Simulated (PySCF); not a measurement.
**C2H6OSi**

The system: C2H6OSi, a carbene (divalent C1, bonded to 1 C + 1 O); neutral, singlet. The structure, one conformer, was relaxed in the gas phase by PBE0-D3(BJ)/def2-SVP. No frequency run checks that it is a minimum.

The strong deshielding of the divalent centre rests on a low-lying excitation, and density functionals tend to overstate it.

SMILES: O[C]C[SiH3]

```
atom   x (Å)   y (Å)   z (Å)
  C1   1.260  -0.895  -0.035
  C2   0.347   0.084  -0.632
 Si3  -1.308  -0.160   0.297
  O4   2.197  -0.350   0.679
  H5   0.669   1.153  -0.591
  H6   0.093  -0.199  -1.667
  H7  -1.104   0.022   1.764
  H8  -2.251   0.890  -0.195
  H9  -1.864  -1.510   0.013
 H10   2.178   0.638   0.657
```

Shieldings: GIAO PBE0/pcSseg-2. Shifts are against computed references at the same level: C TMS (σ 184.1 ppm), H TMS (σ 31.24 ppm), Si TMS (σ 341.3 ppm). Core levels by delta-SCF with SCAN, pcX-2 on the ionised atom and pcseg-1 elsewhere, spin-free X2C (2p3/2 is the spin-free 2p value less a third of a first-order spin-orbit splitting); from the vacuum level, for chosen atoms.

(1) Give the shieldings and core levels atom by atom.

(2) Which of C1, C2 holds its core electrons tightest, and by how much against the loosest?

(3) By CAM-B3LYP/def2-SVPD (TDDFT singlets, Tamm-Dancoff triplets, ionisation by delta-SCF), where does absorption start, and what does vertical ionisation take?

Answers

(1) 
```
   atoms         bonded to  σ (ppm)  δ (ppm)  core level (eV)
      C1         1 C + 1 O   -264.1    448.2        1s 292.38
      C2  1 C + 1 Si + 2 H    120.9     63.2        1s 290.88
     Si3         1 C + 3 H    412.2    -70.9     2p3/2 107.20
      O4         1 C + 1 H    -55.9        -        1s 540.38
      H5               1 C    29.37     1.88                -
      H6               1 C    26.53     4.71                -
H7 H8 H9              1 Si    27.22     4.02                -
     H10               1 O    20.55    10.69                -
```

Values are those of this one static structure, with the three H of a rotating XH3 group averaged; atoms that internal rotation interchanges would show their mean in an NMR spectrum.

The core-hole state of C1 is spin-contaminated (⟨S²⟩ 0.81 against 0.75 for a pure doublet), so that value and differences from it are less sure.

(2) C1 (bonded to 1 C + 1 O), by 1.50 eV over C2 (bonded to 1 C + 1 Si + 2 H).

(3) The lowest singlet lies at 3.23 eV (f 0.008), the strongest of the first 6 at 5.64 eV (f 0.070), the lowest triplet at 1.78 eV; vertical ionisation takes 8.57 eV.
